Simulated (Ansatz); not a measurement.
Spectroscopic constants of ZnSn, multiplicity 3 (lowest of 2S+1 = 1, 3 at CCSD(T)/def2-TZVPP on PBE0 minima; our sources give no spin for the ground state, which may be another). No spin–orbit coupling. Zn is treated without relativity.

The constants come from a fifth-degree fit in 1/R (seven points, main isotopes). Runs in def2 and cc sets follow the lowest solution found near the PBE0 minimum.

The values were computed with Ansatz (Gaussian orbitals). Each number belongs to the level named beside it. In def2 rows elements past Kr take small-core potentials, without spin–orbit coupling.

Question: What bond length and harmonic frequency does PBE0/def2-TZVPP give?

Answer: r_e = 2.642 Å, ω_e = 157 cm⁻¹.

Question: What bond length and harmonic frequency does BHLYP/def2-TZVPP give?

Answer: r_e = 2.713 Å, ω_e = 133 cm⁻¹.

Question: What bond length and harmonic frequency does wB97M-V/def2-TZVPP give?

Answer: r_e = 2.686 Å, ω_e = 138 cm⁻¹.

Ansatz is an electronic-structure program.
